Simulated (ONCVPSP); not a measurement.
## What one change does to a pseudopotential (Ta (Z = 73), ONCV)

tantalum, optimised norm-conserving Vanderbilt (ONCV), made with ONCVPSP 4.0.1 (PBE, scalar-relativistic). Core [Xe] 4f14, reference 5d3 6s2. Waves: 6s: rc 2.10 bohr, ncon 3, nbas 8, qcut 2.8 1/bohr, 2 projectors, debl 1 Ha; p scattering state at 0.03 Ha: rc 2.90 bohr, ncon 4, nbas 8, qcut 3 1/bohr, 2 projectors, debl 1.8 Ha; 5d: rc 2.70 bohr, ncon 3, nbas 7, qcut 5.5 1/bohr, 2 projectors, debl 2.5 Ha. Local part: polynomial inside 2.05 bohr (lpopt 5, dvloc0 3 Ha). Core correction: Teter function, fcfact 5, rcfact 1.25.

In the p channel the program set the typed energies aside and used 0.050, 1.850 Ha.

Change: all radii but the core radius scaled by about 0.95 (s 2.00, p 2.76, d 2.58 bohr); local potential polynomial inside 1.96 bohr (lpopt 5, dvloc0 3 Ha).

Cutoffs: the cutoffs (Ha) at which the residual kinetic energy of the hardest occupied pseudo-wave falls to 1 and 0.1 mHa per electron; they do not see the model core or the augmentation charge, which bear on the density cutoff. Errors are all-electron minus pseudo energies relative to the spin-unpolarised reference configuration.

**Question.** Predict the effect on cutoff, ghosts and configuration errors.

**Answer.** The potential gets harder (12 Ha and 48 Ha → 36 Ha and 58 Ha); both files keep a bound ghost (s); of the 4 tests that both files solve, the error grows in 1 and shrinks in 2 by more than 15 % and 0.3 meV (median size 2.8 → 2.8 meV). A smaller radius makes the pseudo-wave follow the all-electron one further in, where it bends more sharply, so more plane waves are needed.

| quantity | base | changed |
| --- | --- | --- |
| cutoff, loose | 12 Ha | 36 Ha |
| cutoff, tight | 48 Ha | 58 Ha |
| loose cutoff by channel | s 12 Ha, d 10 Ha | s 36 Ha, d 10 Ha |
| bound ghosts | s | s |
| GHOST(+) flags under 300 eV | none | p at 75.6 eV |
| error for 5d3 6s1, meV [ΔE 8.47 eV] | -2.9 | -1.8 |
| error for 5d3 6s0, meV [ΔE 23.44 eV] | -1.9 | +3.7 |
| error for 5d2 6s0, meV [ΔE 47.04 eV] | -76 | -86 |
| error for 5d3 6s1 6p1, meV [ΔE 4.18 eV] | -2.7 | -1.6 |
| rms error of d²Exc/dni dnj with the model core, mHa | 3.17 | 3.17 |

 A true bound ghost makes a file unfit for plane-wave use even where its test errors are small: the radial tests pick states by their node count and pass the ghost by.
